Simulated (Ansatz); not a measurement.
Molecule: sum formula BNHCl$_{2}$ (charge 0, doublet). It need not be the lowest isomer of its formula. 
Structure (B3LYP-D3(BJ)/def2-TZVP (Ansatz, a first-principles code) minimum search):
```
B
N 1 1.3963
H 2 1.0139 1 126.06
Cl 1 1.7628 2 119.57 3 -92.52
Cl 1 1.7628 2 119.57 3 92.52
```
Charge 0, spin multiplicity 2.

Basis-set convergence of Hartree-Fock and CCSD(T) correlation energies (hartree) with Ansatz. Correlated levels leave the core frozen unless marked. UHF or UKS for open shells. No spin-orbit coupling. Non-relativistic.

```json
[
 {"basis": "aug-cc-pV(D+d)Z", "functions": "119", "E(HF)": "-998.81602", "E(corr, CCSD(T))": "-0.57800"},
 {"basis": "aug-cc-pV(T+d)Z", "functions": "225", "E(HF)": "-998.85902", "E(corr, CCSD(T))": "-0.72640"},
 {"basis": "aug-cc-pV(Q+d)Z", "functions": "384", "E(HF)": "-998.87018", "E(corr, CCSD(T))": "-0.77476"}
]
```

Extrapolating the two largest sets (X = 3 and 4) as X^-3: E(corr) = (64·(-0.77476) - 27·(-0.72640))/37 = -0.8100 Eh, an estimate of the basis-set limit. The largest set recovers 95.6 % of it, the smallest 71.4 %.
